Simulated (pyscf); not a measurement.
Structures and frequencies: ωB97X-D3(BJ)/def2-SVP in PySCF.

Problem. How much does it cost (ΔH, 298 K, ωB97M-D3(BJ)/def2-TZVP) to split `[GaH2][SiH2][AsH2]` at its Ga–Si bond into GaH₂• + •H₂Si–AsH₂?

Solution. Ga–Si to GaH₂• + •H₂Si–AsH₂: 66.9 kcal/mol. The 7 functionals that were run give +63.3 (M06-2X) to +73.6 kcal/mol (ωB97X-D3(BJ)). The radicals are drawn with the spin at the cut bond; how far it spreads was not checked. H₂Ga–SiH₂–AsH₂ lies 7.2 kcal/mol over its isomer H₃Si–GaH–AsH₂, and others may lie lower still (electronic energy, ωB97M-D3(BJ)). •H₂Si–AsH₂ lies 16.5 kcal/mol over its isomer H₃Si–AsH•, and others may lie lower still (electronic energy, ωB97M-D3(BJ)). Elements up to Kr have no core potential and no relativistic terms here.
